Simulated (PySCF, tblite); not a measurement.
Isomers of [C6H15P2]+ (charge +1). All values are computed: GFN2-xTB (tblite) harmonic vibrations without scaling, gas phase. The method is semi-empirical: single wavenumbers can be off by several per cent or more. Modes of hydrogen on phosphorus can be 10 to 20 % off. One conformer each.

Electronic energies: PBE0/pcSseg-1 single points on the GFN2-xTB geometries (PySCF, gas phase).

```tsv
SMILES	electronic energy, lowest = 0 (kJ/mol)
CC[PH+]1CCPCC1	0.0
CC[C@@H]1[C@H](CC)[P@@H+]1P	139.7
C=CC[P@@+](C)(P)CC	49.4
```

Question: How do GFN2-xTB zero-point energies change the relative energies?

Answer: 
```tsv
SMILES	ZPE (kJ/mol)	of it from modes above 1550 cm⁻¹	electronic (kJ/mol)	with ZPE, lowest = 0 (kJ/mol)	lowest mode (cm⁻¹)	rings
CC[PH+]1CCPCC1	507.3	258.7	0.0	0.0	49	1
C=CC[P@@+](C)(P)CC	494.8	271.6	49.4	36.8	35	0
CC[C@@H]1[C@H](CC)[P@@H+]1P	500.8	257.0	139.7	133.2	55	1
```

The zero-point energies span 12.5 kJ/mol, from `C=CC[P@@+](C)(P)CC` to `CC[PH+]1CCPCC1`. The order is unchanged.

Question: And how do the electronic energies of GFN2-xTB itself compare?

Answer: `CC[PH+]1CCPCC1` 0.0; `C=CC[P@@+](C)(P)CC` 47.6; `CC[C@@H]1[C@H](CC)[P@@H+]1P` 78.2 kJ/mol, lowest = 0. Against the energies above, taken from the same isomer `CC[PH+]1CCPCC1`, the largest difference is 61.5 kJ/mol.

Question: What do entropy and thermal enthalpy add at 298.15 K and 1 bar (rigid rotor, harmonic oscillator, one conformer each)?

Answer: 
```csv
SMILES,point group,symmetry number,S (J/(mol K)),H − H(0) (kJ/mol),ZPE + H − H(0) − TS (kJ/mol)
CC[PH+]1CCPCC1,C1,1,419.8,30.23,412.4
C=CC[P@@+](C)(P)CC,C1,1,474.0,36.65,390.1
CC[C@@H]1[C@H](CC)[P@@H+]1P,C1,1,448.7,33.87,400.9
```
